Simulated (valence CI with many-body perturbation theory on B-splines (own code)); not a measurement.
# Ca¹⁵⁺: electric-dipole lines

Method: configuration interaction combined with many-body perturbation theory (CI+MBPT): three valence electrons over a frozen Dirac-Fock core [He], a basis of 11 s, 11 p, 9 d, 7 f, 5 g, 2 h, 1 i functions for each j, with the one-electron correlation potential Σ1, the two-electron term Σ2, the three-electron term Σ3, Breit, model QED; selected CI, second order for the rest (own B-spline code, finite nucleus).

No measured spectrum was set against this ion. As an estimate, levels of excited configurations hold to 0.05 to 0.15 % of their energy, terms of the ground configuration to about 0.5 %.

Lines 151 to 200 of 248 in falling wavelength, among levels below 48.037 Ry, chosen from the strongest by gf and those to the six lowest levels. Wavelengths and rates use the calculated energies, so an error of 500 cm⁻¹ moves a line at 2.174 nm by 0.011 % and its rate by three times that or more. Electric multipoles are in the length gauge, E1 and E2 with the static RPA response of the core. Weak lines are less certain than strong ones. Lines between different terms over intervals too small for the method are left out, as are lines whose strength nearly cancels. Where a level lies close to another of its J and parity, the split of strength between their lines is uncertain. The highest levels of a list are the least certain.

Names give the largest LS component (configuration and term), which can be under half, so a name can repeat, a term be missing and a line seem to break the LS rules; names also repeat where a configuration has a term twice. Letters in brackets count levels of one name in rising energy.

```tsv
λ vac (nm)	Upper	Lower	A (s⁻¹)	S (a.u.)
2.174	2s.2p.3d 4F°_5/2	2s.2p2 4P_5/2	1.08e+11	3.29e-03
2.169	2s.2p.3d 4F°_7/2	2s.2p2 4P_5/2	6.47e+11	2.61e-02
2.169	2s.2p.3d 4F°_3/2	2s.2p2 4P_3/2	8.92e+10	1.80e-03
2.167	2s.2p.3d 2P°_1/2 [b]	2s.2p2 2S_1/2	3.97e+12	3.99e-02
2.166	2s.2p.3d 2P°_3/2 [b]	2s.2p2 2S_1/2	6.70e+11	1.34e-02
2.165	2s.2p.3d 4F°_5/2	2s.2p2 4P_3/2	3.27e+11	9.84e-03
2.163	2s2.3d 2D_3/2	2s2.2p 2P°_3/2	9.33e+11	1.86e-02
2.162	2s.2p.3d 4F°_3/2	2s.2p2 4P_1/2	7.97e+10	1.59e-03
2.161	2s2.3d 2D_5/2	2s2.2p 2P°_3/2	5.58e+12	1.67e-01
2.160	2s.2p.3d 4P°_5/2 [a]	2s.2p2 4P_5/2	4.44e+10	1.32e-03
2.153	2s.2p.3d 2D°_3/2 [a]	2s.2p2 4P_5/2	2.49e+10	4.90e-04
2.151	2s.2p.3d 4P°_5/2 [a]	2s.2p2 4P_3/2	4.89e+12	1.44e-01
2.151	2s.2p.3d 2D°_5/2 [a]	2s.2p2 4P_5/2	8.67e+11	2.55e-02
2.151	2s.2p.3s 2P°_1/2 [b]	2s.2p2 4P_3/2	7.84e+10	7.70e-04
2.150	2s.2p.3s 2P°_3/2 [b]	2s.2p2 4P_3/2	6.88e+11	1.35e-02
2.150	2s.2p.3d 4D°_3/2	2s.2p2 4P_3/2	1.51e+12	2.96e-02
2.150	2s.2p.3d 4D°_1/2	2s.2p2 4P_3/2	5.01e+11	4.92e-03
2.149	2s.2p.3d 4D°_7/2	2s.2p2 4P_5/2	8.10e+12	3.18e-01
2.146	2s2.3d 2D_3/2	2s2.2p 2P°_1/2	4.75e+12	9.26e-02
2.145	2s.2p.3d 4P°_5/2 [b]	2s.2p2 4P_5/2	4.84e+12	1.42e-01
2.145	2s.2p.3d 2D°_3/2 [a]	2s.2p2 4P_3/2	4.04e+11	7.88e-03
2.144	2s.2p.3s 2P°_1/2 [b]	2s.2p2 4P_1/2	8.64e+11	8.40e-03
2.144	2s.2p.3d 4P°_3/2	2s.2p2 4P_5/2	2.50e+12	4.86e-02
2.144	2s.2p.3s 2P°_3/2 [b]	2s.2p2 4P_1/2	1.74e+12	3.38e-02
2.143	2s.2p.3d 4D°_3/2	2s.2p2 4P_1/2	3.12e+12	6.05e-02
2.143	2s.2p.3d 4D°_1/2	2s.2p2 4P_1/2	7.15e+12	6.95e-02
2.142	2s.2p.3d 2D°_5/2 [a]	2s.2p2 4P_3/2	2.13e+12	6.19e-02
2.138	2s.2p.3d 2D°_3/2 [a]	2s.2p2 4P_1/2	4.52e+11	8.72e-03
2.136	2s.2p.3d 4P°_5/2 [b]	2s.2p2 4P_3/2	1.45e+11	4.20e-03
2.135	2s.2p.3d 4P°_3/2	2s.2p2 4P_3/2	2.64e+12	5.07e-02
2.134	2s.2p.3d 4P°_1/2	2s.2p2 4P_3/2	4.85e+12	4.66e-02
2.132	2s.2p.3d 2F°_7/2 [b]	2s.2p2 2D_5/2	4.45e+12	1.70e-01
2.132	2s.2p.3d 2F°_5/2 [b]	2s.2p2 2D_5/2	3.67e+11	1.05e-02
2.131	2s.2p.3d 2F°_5/2 [b]	2s.2p2 2D_3/2	5.04e+12	1.44e-01
2.129	2s.2p.3d 4P°_3/2	2s.2p2 4P_1/2	2.21e+11	4.21e-03
2.128	2s.2p.3d 4P°_1/2	2s.2p2 4P_1/2	8.56e+10	8.14e-04
2.128	2s.2p.3d 2F°_5/2 [a]	2s.2p2 4P_5/2	4.35e+09	1.24e-04
2.125	2s.2p.3d 2D°_3/2 [b]	2s.2p2 2D_3/2	7.44e+11	1.41e-02
2.124	2s.2p.3d 2D°_5/2 [b]	2s.2p2 2D_5/2	4.25e+11	1.21e-02
2.123	2s.2p.3d 2D°_5/2 [b]	2s.2p2 2D_3/2	4.84e+10	1.37e-03
2.119	2s.2p.3d 2F°_5/2 [a]	2s.2p2 4P_3/2	5.27e+09	1.49e-04
2.116	2s.2p.3d 2P°_1/2 [b]	2s.2p2 2D_3/2	1.44e+11	1.35e-03
2.110	2s.2p.3d 2P°_3/2 [a]	2s.2p2 4P_3/2	1.25e+10	2.32e-04
2.108	2s.2p.3p 4D_1/2	2s2.2p 2P°_3/2	1.25e+11	1.16e-03
2.107	2p2.3p 2S°_1/2	2s.2p2 2D_3/2	7.62e+10	7.03e-04
2.104	2s.2p.3p 4D_3/2	2s2.2p 2P°_3/2	3.18e+11	5.84e-03
2.103	2s.2p.3d 2P°_3/2 [a]	2s.2p2 4P_1/2	1.02e+10	1.88e-04
2.098	2s.2p.3p 2P_1/2 [a]	2s2.2p 2P°_3/2	3.36e+11	3.06e-03
2.098	2s.2p.3d 2P°_1/2 [a]	2s.2p2 4P_1/2	2.47e+10	2.25e-04
2.097	2s.2p.3p 2P_3/2 [a]	2s2.2p 2P°_3/2	8.38e+11	1.53e-02
```
